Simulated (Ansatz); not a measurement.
V5O22H19. Charge 0, multiplicity 1. Geometry r2SCAN-D4/def2-SVP, basis def2-SVP, Ansatz.

Cartesian coordinates in Å:
```
V 0.2478 1.8144 -1.0337
V -1.3532 0.2458 2.9292
V -3.8751 2.8096 1.1725
V 3.1269 -0.3484 -3.2076
V 0.7778 -2.7781 -0.1794
O 4.2499 0.5010 -4.2495
O -0.0861 -4.2914 -0.3356
O 3.5275 -2.1170 -3.1610
O 1.5517 -0.1530 -3.7942
O 2.2833 -3.4727 0.4716
O 1.6208 2.6019 -1.8132
O -0.5652 -1.6550 -0.2098
O 3.2039 0.1558 -1.6942
O -0.1286 0.3239 -2.0096
O 1.9394 -0.9884 0.5202
O 1.3069 -2.4532 -1.7909
O 0.2443 -2.7967 1.9393
O -3.5226 2.7973 -0.5021
O -2.7068 0.4867 4.0117
O 0.6504 1.3199 0.5111
O -1.0028 2.8192 -0.9835
O -0.4912 1.9206 2.5840
O -1.8828 -0.2956 1.4730
O -0.2373 -0.7651 3.4926
O -2.5668 3.3186 1.9356
O -5.2504 3.8322 1.5391
O -4.2073 1.1475 1.7155
H 4.9602 1.0666 -3.9119
H -1.0521 -4.2488 -0.2541
H 3.5111 -2.5839 -4.0120
H 0.7719 0.0278 -3.1067
H 2.8092 -2.8764 1.0305
H 2.4520 2.1316 -1.6116
H -1.0914 -1.1494 0.5124
H 2.5289 -0.6916 -0.2078
H -0.3622 -0.4950 -1.4998
H 1.3987 -0.1650 0.6730
H 2.2075 -2.6040 -2.1896
H 0.8163 -3.4153 2.4144
H -2.5534 2.8757 -0.7938
H -3.5162 0.7266 3.5009
H 0.0798 1.7574 1.6846
H 0.1221 -2.0007 2.5390
H -1.1812 2.6201 2.3690
H -5.1766 4.5824 2.1480
H -3.5789 0.4621 1.3844
```

| run | HOMO (eV) | LUMO (eV) |
| --- | --- | --- |
| A | -8.79 | -3.76 |
| B | -7.05 | -4.27 |
| C | -8.39 | -4.14 |
| D | -13.11 | -0.48 |
| E | -7.54 | -4.50 |

HSE06 is defined as in plane-wave codes, on full-range PBE exchange. Single mean-field runs in def2-SVP are fitted with def2-universal-jkfit. In the singlet geometry the species has come apart into loosely held pieces.

**Question.** The runs used HF, HSE06, PBE, PBE0, r2SCAN. Estimate which is which.

**Answer.** A PBE0 (25 % exact exchange); B PBE (0 % exact exchange); C HSE06 (range-separated); D HF (100 % exact exchange); E r2SCAN (0 % exact exchange). Exact exchange lowers occupied and raises empty levels; among semilocal functionals meta-GGAs tend to open the gap a little, and such runs are hard to tell apart. The gap grows from 2.78 eV (PBE) to 12.62 eV (HF).
